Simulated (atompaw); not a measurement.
**Before and after: PAW (atompaw) potential for gadolinium (Gd)**

Gd (Z = 64), PAW, made with atompaw 4.2.0.5 (PBEsol, scalar-relativistic). Core [Kr] 4d10, reference 4f7 5s2 5p6 5d1 6s2 6p0. Waves: 5s (bound): rc 2.00 bohr; 6s (bound): rc 2.35 bohr; 5p (bound): rc 2.10 bohr; 6p (bound, empty): rc 3.00 bohr; 5d (bound): rc 3.00 bohr; 5d channel at 0.7 Ry: rc 2.55 bohr; 4f (bound): rc 1.40 bohr; 4f channel at 1.75 Ry: rc 1.40 bohr. Local part: bessel scheme, radius 2.15 bohr. Core correction: smooth core density matched at 1.80 bohr. Augmentation charge: sinc compensation charge, radius 2.25 bohr; PAW radius 3.00 bohr; waves and projectors: custom polynom gramschmidtortho.

All-electron outer shells of the reference configuration (PBEsol, scalar-relativistic, ld1.x):

```csv
shell,level (eV),outermost node (bohr),outermost maximum (bohr)
4p,-276.08,0.29,0.54
4d,-147.59,0.27,0.56
5s,-49.77,0.65,1.20
5p,-27.28,0.70,1.35
4f,-8.73,–,0.56
6s,-4.15,1.60,3.37
5d,-2.56,0.79,1.97
6p,-1.31,1.92,4.55
```

Change: all radii scaled by about 1.06 (s 2.12, p 2.22, d 3.16, f 1.48 bohr); local potential bessel scheme, radius 2.26 bohr; augmentation sinc compensation charge, radius 2.38 bohr; PAW radius 3.16 bohr; waves and projectors: custom polynom gramschmidtortho; core correction smooth core density matched at 1.90 bohr.

Cutoffs: the cutoffs (Ry, on a coarse ladder) from which the occupation-weighted sum of valence levels, in a spherical-Bessel basis at the reference potential, stays within 10 and 1 mRy of its value at 400 Ry; they do not see the model core or the augmentation charge, which bear on the density cutoff.

Question: What does the change do?

Answer: The potential gets softer (100 Ry and 160 Ry → 90 Ry and 140 Ry); neither file shows a bound ghost. A larger radius leaves more room for a smooth pseudo-wave, so fewer plane waves are needed.

| quantity | base | changed |
| --- | --- | --- |
| cutoff, loose | 100 Ry | 90 Ry |
| cutoff, tight | 160 Ry | 140 Ry |
| loose cutoff by channel (10 mRy a level) | s 10 Ry, p 15 Ry, d 8 Ry, f 60 Ry | s 10 Ry, p 12 Ry, d 8 Ry, f 50 Ry |
| bound ghosts | none | none |
| lowest overlap eigenvalue by channel | s 0.59, p 0.55, d 0.83, f 1.00 | s 0.66, p 0.55, d 0.96, f 1.00 |

 The cutoffs see the waves, projectors and local potential, not the compensation charge or the core.
